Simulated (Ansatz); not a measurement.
Consider the formal hydrolysis of a Ga–S bond: `C[O][Ga]([SH])[Br]` + H₂O → `C[O][Ga]([OH])[Br]` + H₂S.

Computed with Ansatz on PBE0-D4/def2-TZVP structures; ΔE is electronic, products minus reactants. CCSD(T)/CBS adds triple-zeta CCSD(T) − MP2 to the extrapolated MP2 energy (def2 sets, frozen cores). This one scheme is used for every species. Functionals use def2-TZVPP. For Br, Ga outer-core shells are correlated without core-valence functions, which leaves a few kJ/mol of doubt a bond. Scalar relativity is left out up to krypton. One conformer a species, not always the lowest.

```json
{"level": "r2SCANh-D4", "ΔE (eV)": "0.41"}
{"level": "r2SCANh", "ΔE (eV)": "0.40"}
```

(1) What does CCSD(T)/CBS give? (Estimate.)

Largest T1 diagnostic among the species: 0.012.

Answers

(1) Ansatz gave: +0.42 eV. The listed levels differ from it by -0.01, -0.02 eV.

Leaving LDA and LC-ωPBE aside and taking each functional with its dispersion term where it has one, the values, not all of them listed here, spread over 0.13 eV, from CAM-B3LYP-D4 to HSE06-D4. At CCSD(T), def2-SVP lies −0.16 eV from the extrapolated value and def2-TZVPP −0.07 eV.
